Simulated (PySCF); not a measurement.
C5H4N4.
SMILES with atom numbers: `[CH3:1][c:2]1[cH:3][n:4][n:5][n:6][c:7]1[C:8]#[N:9]` (hydrogens: H10, H11, H12 on C1; H13 on C3)

The calculation used TDDFT B3LYP/def2-SVPD, vertical, gas phase, core orbitals frozen in the response (PySCF 2.14.0, density-fitted response routines). Isolated species at its GFN2-xTB geometry, gas phase.

Frontier orbitals with the atoms that hold most of them (Löwdin shares over 4%, at most four atoms; ? is withheld):

| orbital | ε (eV) | atoms |
| --- | --- | --- |
| LUMO+2 | -0.20 | C8 25%, N9 22%, C1 10%, C3 9% |
| LUMO+1 | -2.52 | N5 23%, N6 21%, C2 19%, C3 16% |
| LUMO | -3.20 | ? |
| HOMO | ? | N5 47%, N4 20%, N6 19%, C3 5% |
| HOMO-1 | -8.22 | ? |
| HOMO-2 | -9.12 | C2 20%, N9 16%, C7 15%, N5 12% |
| HOMO-3 | -9.82 | N6 23%, C3 20%, N4 16%, N5 9% |

Task: Which atoms hold the LUMO, and with what shares?

Result: N4 (bonded to C and N) 19%; C7 (bonded to 2 C and N) 19%; N9 (bonded to C) 13%; C2 (bonded to 3 C) 12%. By element: nitrogen 32% or more, carbon 30% or more.

Task: Which atoms hold the HOMO-1, and with what shares?

Result: N4 (bonded to C and N) 38%; N6 (bonded to C and N) 35%; C3 (bonded to C, N and H) 7%; C7 (bonded to 2 C and N) 6%. By element: nitrogen 74% or more, carbon 12% or more.

Task: What is the HOMO energy, and the HOMO–LUMO gap?

Result: ε(HOMO) = -7.31 eV; the gap is 4.12 eV (0.1513 hartree).

Task: The HOMO–LUMO gap is 4.12 eV. Where does the response calculation put the lowest singlet, and from which orbitals?

Result: S1 is at 2.90 eV (f = 0.0002), 1.21 eV below the gap, made of HOMO→LUMO (99%). Without the coupling terms of the response equations the lowest excitation would equal the gap.

Task: Give energy, strength and leading configuration of S1, S2, S3 and S4, and follow the Löwdin shares of the leading atoms from the occupied to the empty orbital.

Result: 
- S1 (2.90 eV, f 0.0002), HOMO→LUMO (99%): N5 47% → at most 12%, N4 20% → 19%, C7 at most 5% → 19%
- S2 (3.49 eV, f 0.0033), HOMO→LUMO+1 (100%): N5 47% → 23%, N4 20% → at most 17%, N6 19% → 21%
- S3 (3.71 eV, f 0.0026), HOMO-1→LUMO (99%): N4 38% → 19%, N6 35% → at most 12%, C7 6% → 19%
- S4 (4.25 eV, f 0.0008), HOMO-1→LUMO+1 (100%): N4 38% → at most 17%, N6 35% → 21%, N5 at most 6% → 23%

Löwdin shares depend on the basis, the more so with diffuse functions.
